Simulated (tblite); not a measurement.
Species: C5H6F2Si2.
Structure used (GFN2-xTB), in Å, numbered top down from 1:
```xyz
15
C5H6F2Si2 angstrom
C     -3.9931    0.1663    0.3523
C     -2.8917   -0.0122   -0.0955
Si    -1.1936   -0.2097   -0.8008
F     -1.4504   -1.1034   -2.1381
C      0.0674   -1.0300    0.3643
C      1.0991   -0.1718    0.3778
C      2.3695   -0.3466    1.1295
F      3.1090    0.8180    1.1208
Si     0.6048    1.2752   -0.7761
H     -4.9608    0.3032    0.7427
H      0.0426   -1.9554    0.9228
H      2.1992   -0.6013    2.1831
H      3.0032   -1.1164    0.6695
H      0.4892    2.5637   -0.0900
H      1.5011    1.4283   -1.9267
```

Level: GFN2-xTB in tblite, geometry and Hessian alike; calculated harmonic values, unscaled, isolated species. This tight-binding method is rough: wavenumbers can miss measured ones by several per cent, in bad cases by 10 to 20. Modes of hydrogen on silicon can be 10 to 20 % off. One conformer, not necessarily the lowest.

Harmonic wavenumbers (cm⁻¹): 26.2, 57.1, 69.3, 119.0, 130.2, 160.6, 223.9, 253.6, 267.5, 302.0, 348.7, 376.2, 401.0, 494.8, 523.2, 591.5, 610.3, 671.6, 680.3, 689.3, 752.0, 776.4, 806.2, 817.3, 943.4, 1014.4, 1110.6, 1194.4, 1209.8, 1300.9, 1422.1, 1597.9, 2202.6, 2213.7, 2233.9, 2900.5, 2917.4, 3048.0, 3354.2.

A = 2269, B = 601.0, C = 583.5 MHz; mass 159.998 u (most abundant isotopes); point group C1, symmetry number 1.

**Question.** What is the zero-point energy?

**Answer.** ½Σν̃ = 19406 cm⁻¹ = 55.48 kcal/mol.

**Question.** Entropy at 298.15 K, 1 bar (ideal gas, RRHO, classical rotation)?

**Answer.** Translation 41.15, rotation 30.38, vibration 37.70: S = 109.2 cal/(mol K).

**Question.** And Cp and H(298.15 K) − H(0)?

**Answer.** Cp = 42.76 cal/(mol K), of which vibrations give 34.81 (their classical limit is 39 R = 77.5); H(298.15 K) − H(0) = 8.02 kcal/mol without the zero-point energy, 5.65 from vibrations.

**Question.** How do the functions run with temperature in this model?

**Answer.** 
```tsv
T (K)	S (cal/(mol K))	Cp (cal/(mol K))	H − H(0) (kcal/mol)	G − H(0) (kcal/mol)	ln q(vib)
50	62.7	15.1	0.56	-2.58	1.07
100	75.3	21.8	1.49	-6.04	2.79
373.15	119.5	48.4	11.44	-33.13	11.79
500	134.7	55.7	18.08	-49.28	15.53
750	159.2	65.0	33.26	-86.14	22.12
1000	178.7	70.7	50.27	-128.47	27.81
```

q(vib) and H(0) count from the zero-point level.

**Question.** Which modes carry the vibrational entropy at 298.15 K?

**Answer.** 26.2 cm⁻¹: 6.10; 57.1 cm⁻¹: 4.55; 69.3 cm⁻¹: 4.17; 119.0 cm⁻¹: 3.12; 130.2 cm⁻¹: 2.94; 160.6 cm⁻¹: 2.54 cal/(mol K); the other 33 give 14.27 together.

**Question.** What must be added to the electronic energy to get the Gibbs energy at 298.15 K and 1 bar?

**Answer.** ZPE + [H(298.15 K) − H(0)] − T·S = 55.48 + 8.02 − 32.57 = 30.93 kcal/mol.

**Question.** Blend soft modes into free rotors: weight 1/[1 + (100 cm⁻¹/ν̃)⁴] for the oscillator and the rest for a rotor with moment μB/(μ + B), μ = h/(8π²ν), B = 10⁻⁴⁴ kg m². What vibrational entropy results?

**Answer.** 33.76 cal/(mol K) in place of 37.70, which changes −T·S at 298.15 K by +1.17 kcal/mol.

Hindered rotation and anharmonicity are outside this model. Other conformers, if any are populated, would add a mixing term that is left out. The structure is chiral; the term R ln 2 for an equal mix with its mirror image is left out.
